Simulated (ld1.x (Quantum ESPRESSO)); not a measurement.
**Reading a pseudo-wave (copper (Cu))**

Columns: radius, all-electron u(r) and pseudo u(r) of the 3s shell (level -116.83 eV) of copper in the configuration [Ne] 3s2 3p6 3d10 4s0 4p1; PBE, scalar-relativistic, PAW scheme, ld1.x (Quantum ESPRESSO) 7.5.

| r (bohr) | all-electron | pseudo |
| --- | --- | --- |
| 0.078 | -0.1382 | 0.3060 |
| 0.155 | -0.7035 | 0.5910 |
| 0.232 | -0.4257 | 0.8436 |
| 0.310 | 0.1750 | 1.0537 |
| 0.388 | 0.7241 | 1.2085 |
| 0.465 | 1.0897 | 1.3029 |
| 0.542 | 1.2759 | 1.3395 |
| 0.620 | 1.3229 | 1.3225 |
| 0.698 | 1.2753 | 1.2597 |
| 0.775 | 1.1751 | 1.1636 |
| 0.852 | 1.0497 | 1.0456 |
| 0.930 | 0.9155 | 0.9159 |
| 1.008 | 0.7852 | 0.7866 |
| 1.085 | 0.6667 | 0.6673 |
| 1.162 | 0.5608 | 0.5608 |
| 1.240 | 0.4671 | 0.4671 |
| 1.318 | 0.3867 | 0.3867 |
| 1.395 | 0.3193 | 0.3193 |
| 1.472 | 0.2628 | 0.2628 |
| 1.550 | 0.2149 | 0.2149 |
| 1.628 | 0.1753 | 0.1753 |
| 1.705 | 0.1430 | 0.1430 |
| 1.782 | 0.1165 | 0.1165 |
| 1.860 | 0.0944 | 0.0944 |
| 1.938 | 0.0764 | 0.0764 |
| 2.015 | 0.0619 | 0.0619 |

Q: How many radial nodes do the two functions have?

A: The all-electron 3s function has n − l − 1 = 2 (the table is too coarse to show those close to the nucleus); the pseudo-wave has 0, since the states of the same l below it are removed with the core.

Q: At about which radius was the pseudo-wave matched?

A: 1.20 bohr, where the columns begin to agree (steps of 0.08 bohr).

Q: Where does each function peak?

A: Outermost all-electron maximum near 0.62 bohr, pseudo maximum near 0.54 bohr (to the table’s step).

Q: Is the pseudo-wave norm-conserving?

A: No, it belongs to a PAW set: the norm inside the radius is not constrained, and the difference is carried by the augmentation charge.
